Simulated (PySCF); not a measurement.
Atoms are numbered as in `[N:1]#[C:2][Si:3]([NH2:4])([NH2:5])[SiH:6]1[CH2:7][CH2:8]1`. Hydrogens are named by the atom that carries them. Ha(C7), Ha(C8) are cis to Si3 on the ring; Hb(C7), Hb(C8) are trans to Si3 on the ring.

A single conformation, no solvent model, averaged over atoms made equivalent by symmetry, fast rotation or ring inversion, non-relativistic Hamiltonian. PBE0/pcSseg-1 with gauge-including orbitals; GFN2-xTB structure; PySCF.

Shifts are taken against calculated references (same method and geometry level): $^{13}$C, $^{1}$H, $^{29}$Si vs TMS; $^{15}$N vs NH3.

| atoms | nucleus | count | Hirshfeld charge | δ (ppm) |
| --- | --- | --- | --- | --- |
| Hb(C7)/Hb(C8) | $^{1}$H | 2 | 0.05 | 0.68 |
| C2 | $^{13}$C | 1 | -0.05 | 128.8 |
| Si3 | $^{29}$Si | 1 | 0.39 | -40.1 |
| Ha(C7)/Ha(C8) | $^{1}$H | 2 | 0.04 | ? |
| N4/N5 | $^{15}$N | 2 | -0.31 | 23.5 |
| H(Si6) | $^{1}$H | 1 | -0.06 | ? |
| N1 | $^{15}$N | 1 | -0.21 | 348.5 |
| Si6 | $^{29}$Si | 1 | 0.21 | -177.8 |
| C7/C8 | $^{13}$C | 2 | -0.16 | ? |
| H(N4)/H(N5) | $^{1}$H | 4 | 0.12 | 0.56 |

Estimate the values marked ?.

Answers


- C7/C8: -2.9 ppm, three-membered-ring carbon; carbons of three-membered rings are unusually shielded
- H(Si6): 2.14 ppm, hydrogen on a silicon bonded to 2 C, Si, in a 3-membered ring
- Ha(C7)/Ha(C8): 0.59 ppm, hydrogen on a three-membered-ring carbon; cyclopropane-type protons are shielded by the ring

OH and NH positions are those of a molecule without intermolecular hydrogen bonds; in solution they move with solvent, concentration and temperature, and exchange usually removes their couplings. Shifts are as computed. Against solution values, carbons near 30 ppm lie about +3 ppm off and those near 130 ppm about +5 ppm. Of 1211 compounds with measured shifts, 218 miss one by over three times the rms of a fit or turn the order of signals round; such compounds aren't used in these exercises. Experimental scales use liquid or dissolved standards, which lie at an offset from isolated NH3 (liquid NH3: subtract about 20 ppm). Unscaled 15N shifts of sp2 nitrogen come out 20 to 40 ppm too high even then.
